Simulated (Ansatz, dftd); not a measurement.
Reaction: CH2ClF (SMILES FCCl) → CHClF (SMILES [CH](F)Cl, doublet) + H (doublet) (the C-H bond breaks)
Each species at its own B3LYP-D3(BJ)/def2-TZVP minimum (Ansatz, a quantum-chemistry and plane-wave program).

Quantity: bond dissociation energy (electronic), in kcal/mol. UHF or UKS for unpaired electrons; spin-orbit terms are left out. CBS(X,Y): correlation extrapolated as X^-3, Hartree-Fock from the larger set (Q,5: extrapolated as (X+1)exp(-9√X)). A bracket is a step between two methods taken in the basis named. The functionals are non-relativistic, so their misses hold any scalar relativity. 'core' is core correlation in cc-pwCVTZ (1s frozen past Ne), 'X2C' scalar relativity in cc-pVTZ-DK, both at CCSD(T). Where a partner has so few electrons that a lower coupled-cluster level is exact, that level stands in.

Compared with CCSD(T)/CBS(cc-pV(Q+d)Z,cc-pV(5+d)Z) + [CCSDT(Q) - CCSD(T)]/cc-pV(D+d)Z + core + X2C (Ansatz).

Problem. Rank these levels by how close they come to it, closest first: r2SCANh-D4/def2-TZVPD (Ansatz + dftd4); r2SCAN/def2-TZVPD (Ansatz); CAM-B3LYP-D4/def2-TZVPD (Ansatz + dftd4).

Solution. CAM-B3LYP-D4/def2-TZVPD (103.6 kcal/mol, difference -2.6), r2SCANh-D4/def2-TZVPD (99.9 kcal/mol, difference -6.3), r2SCAN/def2-TZVPD (99.7 kcal/mol, difference -6.5)
